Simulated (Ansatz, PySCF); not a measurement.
System: trifluorosilane, sum formula SiHF$_{3}$, charge 0, multiplicity 1. SMILES: F[SiH](F)F
Geometry: optimised at B3LYP-D3(BJ)/def2-TZVP (Ansatz, an electronic-structure program).

Wanted: vertical ionisation energy (to the doublet state of charge +1; each state is the SCF solution reached for its spin; the molecule has degenerate orbitals, so one determinant may break the symmetry), in eV. Cores are frozen in the correlated levels unless marked. Open shells are spin-unrestricted. No spin-orbit coupling. Non-relativistic. CBS marks a two-point X^-3 extrapolation of the correlation energy; Hartree-Fock from the larger set. [CCSD(T)-MP2]/basis is that difference in the basis named.

```json
[
 {"level": "PBE/def2-TZVPD", "program": "Ansatz", "vertical ionisation energy (eV)": "13.51"},
 {"level": "BHLYP/def2-TZVPD", "program": "Ansatz", "vertical ionisation energy (eV)": "14.58"},
 {"level": "RI-MP2/aug-cc-pV(T+d)Z", "program": "Ansatz", "vertical ionisation energy (eV)": "14.52"},
 {"level": "RI-MP2/aug-cc-pV(Q+d)Z", "program": "Ansatz", "vertical ionisation energy (eV)": "14.58"},
 {"level": "SCS-MP2/aug-cc-pV(D+d)Z", "program": "Ansatz", "vertical ionisation energy (eV)": "14.55"},
 {"level": "RI-MP2/CBS(aug-cc-pV(T+d)Z,aug-cc-pV(Q+d)Z)+[CCSD(T)-MP2]/aug-cc-pV(T+d)Z", "program": "Ansatz", "vertical ionisation energy (eV)": "14.68"},
 {"level": "CCSD(T)/CBS(aug-cc-pV(T+d)Z,aug-cc-pV(Q+d)Z)", "program": "Ansatz", "vertical ionisation energy (eV)": "14.68"}
]
```

For comparison, minus the highest occupied orbital energy (PySCF): 12.84 eV at M06-2X/def2-TZVPD.
